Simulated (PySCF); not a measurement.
B(SeH)3 (BH₃Se₃), SMILES [SeH]B([SeH])[SeH].

The structure is a stationary point at B3LYP-D3(BJ)/def2-SVP. Other conformers were not sampled.

The numbers are results of HF/def2-TZVP run with PySCF, not measurements.

Symmetry labels are those of the subgroup Cs that the program uses (full group Cs).

Computed valence orbital energies around the gap with their symmetry:
```
orbital  symmetry  energy (eV)
-------  --------  -----------
HOMO−7         A'       -15.43
HOMO−6         A'       -14.03
HOMO−5         A'       -13.69
HOMO−4         A'       -12.00
HOMO−3         A"       -11.70
HOMO−2         A'       -11.38
HOMO−1         A"        -9.70
HOMO           A"        -9.57
LUMO           A'         2.12
LUMO+1         A"         2.29
LUMO+2         A'         3.53
LUMO+3         A'         3.74
```
